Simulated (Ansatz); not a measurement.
`C[Si@H]1B[C@@H]1Br` + `C=C=C=N` → `BrC1B[SiH2]1` + `CC=C=C=N`  (formal exchange of groups at the Si–C bond)

Isolated molecules relaxed with PBE0-D4/def2-TZVP in Ansatz; ΔE leaves out vibrations. CCSD(T)/CBS is the MP2 limit (def2-TZVPP, def2-QZVPP) plus CCSD(T) − MP2 in def2-TZVPP, frozen cores. Functionals use def2-TZVPP. For Br outer-core shells are correlated without core-valence functions, which leaves a few kJ/mol of doubt a bond. Scalar relativity is left out up to krypton. Each species was taken in one conformer, which may not be the lowest.

`C[Si@H]1B[C@@H]1Br`:

Z-matrix (Å, degrees):
```
C
Si 1 1.864
H 1 1.091 2 111.8
H 1 1.092 2 111.3 3 -122.5
H 1 1.094 2 108.6 3 119.1
B 2 1.908 1 131.3 3 1.7
C 2 2.073 1 105.4 3 41.8
H 2 1.489 1 110.0 3 178.7
H 6 1.186 2 134.8 1 -161.1
Br 7 1.919 2 141.8 1 111.8
H 7 1.089 2 86.0 1 -1.8
```

`C=C=C=N`:

```xyz
7

C     0.094    1.204    0.979
C    -0.084    0.217    0.138
C    -0.207   -0.756   -0.672
N    -0.463   -1.655   -1.474
H    -0.706    1.901    1.219
H     1.048    1.370    1.475
H     0.319   -2.281   -1.665
```

`BrC1B[SiH2]1`:

Cartesian coordinates in Å:
```
Br 2.434 0.800 -0.652
C 0.577 0.340 -0.621
B -0.464 1.079 0.112
Si -0.791 -0.762 0.482
H 0.387 -0.363 -1.432
H -0.432 2.070 0.761
H -0.605 -1.333 1.841
H -1.106 -1.831 -0.491
```

`CC=C=C=N`:

```xyz
10

C     0.632    0.071    1.602
C     0.101   -0.772    0.494
C    -0.302   -0.328   -0.675
C    -0.682    0.138   -1.793
N    -1.081    0.458   -2.915
H     1.646   -0.248    1.868
H     0.650    1.126    1.332
H     0.021   -0.058    2.502
H     0.052   -1.845    0.691
H    -1.037    1.458   -3.106
```

| level | ΔE (kJ/mol) |
| --- | --- |
| PBE0-D4 | 25.0 |
| MP2/def2-TZVPP | 26.4 |
| SCS-MP2/def2-QZVPP | 25.5 |
| CCSD/CBS(def2) | 27.8 |

**Question.** What does CCSD(T)/CBS give? (An estimate is asked.)

**Answer.** Ansatz gave: +27.9 kJ/mol. The listed levels differ from it by -2.9, -1.5, -2.4, -0.1 kJ/mol.

Largest T1 diagnostic among the species: 0.016.

In def2-TZVPP, CCSD(T) changes the Hartree–Fock value by +5.7 kJ/mol (the triples alone add +0.2 kJ/mol) and MP2 by +5.3 kJ/mol.
